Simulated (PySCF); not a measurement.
Peak assignment

Mapped SMILES: `[BH:1]1[O:2][c:3]2[cH:4][cH:5][cH:6][cH:7][c:8]2[O:9]1`; H(Xn) means a hydrogen on atom n.

PySCF 2.14.0 with density-fitted response routines calculation with PBE/pcSseg-1 with gauge-including orbitals, J couplings at B3LYP/pcJ-1 (spin–dipole term only in couplings to heteroatoms) and PBE0-D3(BJ)/def2-SVP geometry; a single conformation, non-relativistic Hamiltonian, rapidly exchanging positions averaged, no solvent model.

Scale: $^{13}$C (σ = 180.03 ppm), $^{1}$H (σ = 31.20 ppm) against TMS (reference shieldings calculated alike).

(1) Assign these signals to the numbered atoms. $^{13}$C{$^{1}$H} NMR (computed): δ 151.5, 125.8, 114.9.

(2) Assign these signals to the numbered atoms. $^{1}$H NMR (400 MHz, computed): δ 7.32 (m, 2H), 7.22 (m, 2H), 4.96 (br, 1H).

Answers

(1) 
151.5 → C3/C8, aromatic carbon bearing oxygen: an ipso carbon deshielded by its heteroatom
125.8 → C5/C6, aromatic CH
114.9 → C4/C7, aromatic CH: resonance donation from the substituent shields this position

(2) 
```tsv
δ (ppm)	atoms	environment	reason
7.32	H(C4)/H(C7)	hydrogen on an aromatic CH	aromatic region
7.22	H(C5)/H(C6)	hydrogen on an aromatic CH	–
4.96	H(B1)	hydrogen on a boron bonded to 2 O, in a 5-membered ring	–
```

H(C4)/H(C7) and H(C5)/H(C6) lie closer than the usual error of such a calculation, so a measured spectrum could show them in the other order.

Hydrogens on boron are broadened and split by $^{11}$B (spin 3/2, 80 %) and 10B (spin 3). Multiplet labels drop couplings under 1 Hz and merge nearly equal ones. Couplings among chemically equivalent protons are left out too, so labels in AA′BB′ or AA′XX′ sets are apparent multiplicities. Unscaled 3J(H,H) at this level run about 10 % above measured values. Shifts are as computed. Against solution values, carbons near 30 ppm lie about +2 ppm off and those near 130 ppm about +2 ppm. Of 1211 compounds with measured shifts, 218 miss one by over three times the rms of a fit or turn the order of signals round; such compounds aren't used in these exercises.
